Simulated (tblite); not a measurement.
Species: C₂H₇FO₃Si₂.
Cartesian coordinates in Å at the GFN2-xTB level; atoms count from 1:
```xyz
15
C2H7FO3Si2 angstrom
C     -2.2020   -0.9596   -0.2575
O     -1.2163   -0.4071    0.5945
C     -0.3887    0.5298   -0.0058
O      0.3788   -0.0611   -1.0542
Si     1.9681   -0.2192   -0.8329
F      2.3897   -1.7535   -0.7122
O      2.1915    0.4907    0.6225
Si     0.8621    1.0817    1.3616
H     -2.8645   -0.1729   -0.6374
H     -2.7699   -1.6631    0.3471
H     -1.7412   -1.4798   -1.1007
H     -0.9889    1.3155   -0.4935
H      2.7417    0.4386   -1.8478
H      0.6182    0.3379    2.5815
H      1.0169    2.5299    1.4130
```

Method: GFN2-xTB as coded in tblite; computed harmonic values from a numerical Hessian at the method's own geometry, unscaled. Against measured fundamentals such values can be off by several per cent, at times by over 20. Modes of hydrogen on silicon can be 10 to 20 % off. One conformer, not necessarily the lowest.

Harmonic wavenumbers (cm⁻¹): 44.5, 90.2, 120.9, 168.5, 187.4, 202.0, 277.6, 323.9, 400.2, 434.1, 492.7, 554.6, 577.5, 593.5, 640.7, 672.4, 727.1, 742.9, 788.3, 847.9, 900.3, 913.0, 982.3, 1016.3, 1106.2, 1128.7, 1148.5, 1238.6, 1323.9, 1391.2, 1459.0, 1481.1, 2314.8, 2386.8, 2511.0, 2820.5, 2916.7, 2965.5, 3030.0.

A = 2056, B = 1266, C = 908.3 MHz; mass 153.992 u (most abundant isotopes); point group C1, symmetry number 1.

Task: What is the zero-point energy?

Result: ½Σν̃ = 20961 cm⁻¹ = 59.93 kcal/mol.

Task: What is S at 273.15 K and 1 bar for an ideal gas of classical rigid rotors and harmonic oscillators?

Result: Translation 40.60, rotation 29.04, vibration 25.28: S = 94.9 cal/(mol K).

Task: And Cp and H(273.15 K) − H(0)?

Result: Cp = 35.54 cal/(mol K), of which vibrations give 27.59 (their classical limit is 39 R = 77.5); H(273.15 K) − H(0) = 5.92 kcal/mol without the zero-point energy, 3.75 from vibrations.

Task: What must be added to the electronic energy to get the Gibbs energy at 273.15 K and 1 bar?

Result: ZPE + [H(273.15 K) − H(0)] − T·S = 59.93 + 5.92 − 25.93 = 39.92 kcal/mol.

Task: Which modes carry the vibrational entropy at 273.15 K?

Result: 44.5 cm⁻¹: 4.87; 90.2 cm⁻¹: 3.48; 120.9 cm⁻¹: 2.92; 168.5 cm⁻¹: 2.29; 187.4 cm⁻¹: 2.09; 202.0 cm⁻¹: 1.96 cal/(mol K); the other 33 give 7.67 together.

Task: How do the functions run with temperature in this model?

Result: 
```tsv
T (K)	S (cal/(mol K))	Cp (cal/(mol K))	H − H(0) (kcal/mol)	G − H(0) (kcal/mol)	ln q(vib)
100	69.3	18.2	1.26	-5.67	1.51
200	85.0	28.3	3.58	-13.42	3.97
300	98.4	38.0	6.91	-22.60	6.49
500	121.4	52.3	16.05	-44.65	11.48
800	148.9	64.4	33.74	-85.38	18.36
1000	163.8	69.4	47.15	-116.69	22.49
```

q(vib) and H(0) count from the zero-point level.

Task: Blend soft modes into free rotors: weight 1/[1 + (100 cm⁻¹/ν̃)⁴] for the oscillator and the rest for a rotor with moment μB/(μ + B), μ = h/(8π²ν), B = 10⁻⁴⁴ kg m². What vibrational entropy results?

Result: 23.58 cal/(mol K) in place of 25.28, which changes −T·S at 273.15 K by +0.47 kcal/mol.

Hindered rotation and anharmonicity are outside this model. Other conformers, if any are populated, would add a mixing term that is left out. The structure is chiral; the term R ln 2 for an equal mix with its mirror image is left out.
